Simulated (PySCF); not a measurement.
A GIAO shielding run with PySCF (density fitting, non-relativistic, gas phase) on SMILES C[Si@]1(NCC#C)CC[SiH2]N1, C₆H₁₄N₂Si₂:

```
$ OMP_NUM_THREADS=1 python probes_run.py task.json out

{"job": {"kind": "nmr", "xc": "wB97X-D", "basis": "pcSseg-1", "pop": false}, "charge": 0, "multiplicity": 1}
C      3.013404     1.130170     2.292519
C      2.911553     0.480304     1.274834
C      2.742047    -0.294699     0.037783
N      1.570291     0.040217    -0.738745
Si    -0.061472    -0.393892    -0.299144
C      0.028461    -2.090432     0.491473
C     -1.020187     0.845133     0.768535
C     -2.499355     0.841108     0.334614
Si    -2.536374     0.611285    -1.543488
N     -1.060889    -0.296544    -1.726775
H      3.109849     1.707393     3.193319
H      3.652639    -0.180407    -0.576549
H      2.708667    -1.364894     0.303990
H      1.667623     0.927418    -1.223674
H      0.530997    -2.819660    -0.163457
H      0.562633    -2.064491     1.454594
H     -0.991130    -2.458462     0.685306
H     -0.900179     0.651496     1.847346
H     -0.571017     1.837985     0.588215
H     -3.024240    -0.023563     0.777186
H     -3.044800     1.738244     0.669932
H     -3.745785    -0.133410    -2.022273
H     -2.521444     1.918085    -2.284059
H     -0.780104    -0.729452    -2.599340
```

Hardware: 1 thread of an Arm Neoverse V2, shared host. The job also computes ring-centre shieldings.

Question: How large is the calculation?

Answer: 92 electrons, 254 basis functions and 1352 auxiliary functions.

Question: How long does it take, and how much memory does it need?

Answer: 99 s of wall time, with 14 SCF cycles and 6 response iterations; peak memory 1.4 GiB. Times on a shared host scatter by some tens of per cent.

Question: And these other runs on the same molecule and hardware: GIAO shielding at PBE0/pcSseg-1?

Answer: PBE0/pcSseg-1: 254 functions, 62 s.
